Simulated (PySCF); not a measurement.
## [Eu(NH3)3]2+ relaxed at several levels

Computed with PySCF 2.14.0, def2-SVP on the ligands, density fitting, scalar-relativistic core potentials, no spin-orbit coupling, vacuum. Each row is relaxed at its own level from the same template. Distances are means of the shortest metal–ligand contacts, charges and spins Mulliken's; removal energies are rigid, with the ligand's formal charge and no counterpoise, so too large; for an anion taken off a cation in vacuum most of it is the attraction of opposite charges, and multiply charged cations can part far more cheaply with an electron moved from ligand to metal. lcecp potentials hold a fixed number of 4f electrons in the core, out of states, spins and gaps.

```tsv
level	basis on the metal	point group	M–NH3 (Å)	charge on M (e)	removal of one NH3 (eV)	strongest infrared band, degenerate modes summed (cm⁻¹)	unstable modes (below −25 cm⁻¹)
PBE0	lcecp-0-SVP with ECP53	C3h	2.661	1.31	2.04	–	3 (soft)
```

Task: What does the calculation give for BP86, lcecp-0-SVP with ECP53?

Result: point group: C1, M–NH3 (Å): 2.674, charge on M (e): 1.23, removal of one NH3 (eV): 2.01, strongest infrared band, degenerate modes summed (cm⁻¹): 536, unstable modes (below −25 cm⁻¹): 0 (lowest -21 cm⁻¹, within noise).
```xyz
13

Eu   -0.0007   -0.0004   -0.0012
N     2.6739    0.0002    0.0023
H     3.1141   -0.2464    0.9094
H     3.1184   -0.6612   -0.6627
H     3.1164    0.9082   -0.2358
N    -1.3370    2.3150    0.0113
H    -1.0378    2.9954    0.7357
H    -1.2764    2.8644   -0.8672
H    -2.3595    2.2359    0.1697
N    -1.3368   -2.3154   -0.0136
H    -2.0312   -2.4301    0.7490
H    -1.8944   -2.4994   -0.8694
H    -0.7490   -3.1661    0.0726
```

Members with unstable modes aren't minima as they stand: saddle points kept by symmetry or, where the modes are soft, flat surfaces and noise. Moved off a saddle point of the template and relaxed again: BP86. One start shape was tried for each, so a minimum needn't be the lowest isomer.
